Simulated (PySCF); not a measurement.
Dipole polarisabilities along the 5p block

Calculated with PySCF 2.14 for the ground configurations, without spin-orbit coupling: coupled response for Hartree-Fock and DFT, finite fields for MP2 and CCSD(T), with In 4s2 4p6 4d10; Sn 4s2 4p6 4d10; Sb 4s2 4p6 4d10; Te 4s2 4p6 4d10; I 4s2 4p6 4d10; Xe 4s2 4p6 4d10 frozen. Mean α in bohr³, C₆ of like pairs in atomic units.

```csv
species,α UHF,α PBE,α PBE0,α MP2,α CCSD(T),α recommended (Schwerdtfeger and Nagle),C₆ UHF,C₆ PBE,C₆ PBE0
"In [Kr] 4d10 5s2 5p1 (aug-cc-pVDZ-PP with ECP28MDF, ECP)",73.28,77.18,73.52,72.47,70.94,65 ± 4,771.6,765.7,736.7
"Sn [Kr] 4d10 5s2 5p2 (aug-cc-pVDZ-PP with ECP28MDF, ECP)",55.94,59.33,56.99,55.32,54.94,53 ± 6,608.2,632.4,607.1
"Te [Kr] 4d10 5s2 5p4 (aug-cc-pVDZ-PP with ECP28MDF, ECP)",36.60,39.19,37.94,36.96,37.35,38 ± 4,394.8,425.3,409.7
"I [Kr] 4d10 5s2 5p5 (aug-cc-pVDZ-PP with ECP28MDF, ECP)",30.22,32.39,31.45,30.62,30.95,32.9 ± 1.3,321.2,347.7,335.8
"Xe [Xe] (aug-cc-pVDZ-PP with ECP28MDF, ECP)",25.07,26.81,26.09,25.33,25.57,27.32 ± 0.2,260.2,281.4,272.5
```

(1) Fill in the row of Sb [Kr] 4d10 5s2 5p3 (aug-cc-pVDZ-PP with ECP28MDF, ECP).

Hartree-Fock lacks correlation. MP2 and CCSD(T) carry the error of the frozen core. All values carry a basis error, and heavy open shells lack spin-orbit coupling.

Results:

(1) α UHF 43.50; α PBE 46.19; α PBE0 44.56; α MP2 42.94; α CCSD(T) 43.05; α recommended (Schwerdtfeger and Nagle) 43 ± 2; C₆ UHF 470.4; C₆ PBE 497.2; C₆ PBE0 477.7.
